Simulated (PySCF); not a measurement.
Frontier orbitals and the lowest excitations

Species: C3H13OPSi2.
Numbering: `[CH3:1][CH:2]([CH3:3])[Si@@H:4]([PH2:5])[O:6][SiH3:7]` (hydrogens: H8, H9, H10 on C1; H11 on C2; H12, H13, H14 on C3; H15 on Si4; H16, H17 on P5; H18, H19, H20 on Si7)

Cartesian coordinates in Å at the PBE0-D3(BJ)/def2-SVP level; atoms count from 1:
```xyz
20
C3H13OPSi2 angstrom
C     -1.4416   -0.9688    0.2998
C     -0.8887   -0.3205   -0.9675
C     -1.9206    0.5681   -1.6597
Si     0.7087    0.6293   -0.6437
P      0.2634    2.4118    0.6857
O      1.8531   -0.3886    0.0092
Si     2.4396   -1.1343    1.3645
H     -0.7075   -1.6359    0.7785
H     -1.7410   -0.2116    1.0438
H     -2.3369   -1.5730    0.0773
H     -0.5890   -1.1244   -1.6669
H     -2.8281   -0.0042   -1.9148
H     -2.2317    1.4026   -1.0096
H     -1.5326    1.0061   -2.5931
H      1.2641    1.1591   -1.9246
H      0.1357    1.6143    1.8658
H      1.6463    2.6899    0.9138
H      1.8290   -2.4903    1.5075
H      3.9184   -1.2740    1.2408
H      2.1173   -0.3320    2.5849
```

The calculation used TDDFT PBE0/def2-SVPD, vertical, gas phase, core orbitals frozen in the response in PySCF 2.14.0, density-fitted response routines.

Frontier orbitals with the atoms that hold most of them (Löwdin shares over 4%, at most four atoms; ? is withheld):

```
orbital  ε (eV)                              atoms
 LUMO+2    0.38   P5 37%, H16 18%, Si4 10%, Si7 7%
 LUMO+1    0.26  P5 18%, H17 10%, Si4 10%, Si7 10%
   LUMO    0.01                                  ?
   HOMO   -7.29                                  ?
 HOMO-1   -8.05    C2 21%, Si4 16%, O6 14%, P5 10%
 HOMO-2   -8.73    P5 33%, Si4 13%, O6 11%, Si7 8%
 HOMO-3   -9.11   Si7 23%, O6 22%, H18 19%, H20 8%
```

(1) Give the leading atoms of the HOMO.

(2) Give the leading atoms of the LUMO.

(3) The HOMO–LUMO gap is 7.30 eV. Where does the response calculation put the lowest singlet, and from which orbitals?

(4) Give energy, strength and leading configuration of S3, S4 and S6, and follow the Löwdin shares of the leading atoms from the occupied to the empty orbital.

Results:

(1) P5 (bonded to Si and 2 H) 54%; Si4 (bonded to C, O, P and H) 12%; O6 (bonded to 2 Si) 10%; C2 (bonded to 2 C, Si and H) 6%.

(2) Si7 (bonded to O and 3 H) 27%; Si4 (bonded to C, O, P and H) 12%; O6 (bonded to 2 Si) 11%; H18 (bonded to Si) 8%. By element: silicon 40%, oxygen 11%, hydrogen 8% or more.

(3) S1 is at 6.18 eV (f = 0.0079), 1.12 eV below the gap, made of HOMO→LUMO (50%), HOMO→LUMO+2 (37%), HOMO→LUMO+1 (8%). 

(4) 
- S3 (6.51 eV, f 0.015), HOMO→LUMO+1 (82%): P5 54% → 18%, Si4 12% → 10%, H17 at most 6% → 10%
- S4 (6.91 eV, f 0.0042), HOMO-1→LUMO (88%): C2 21% → at most 9%, Si4 16% → 12%, Si7 at most 11% → 27%
- S6 (7.24 eV, f 0.056), HOMO-1→LUMO+1 (70%): C2 21% → at most 11%, Si4 16% → 10%, P5 10% → 18%, H17 at most 11% → 10%

The run took 7.7 min of wall time on AMD EPYC, one thread, on a shared host, and the process peaked at 1.1 GiB of memory.

One conformer stands for the species.
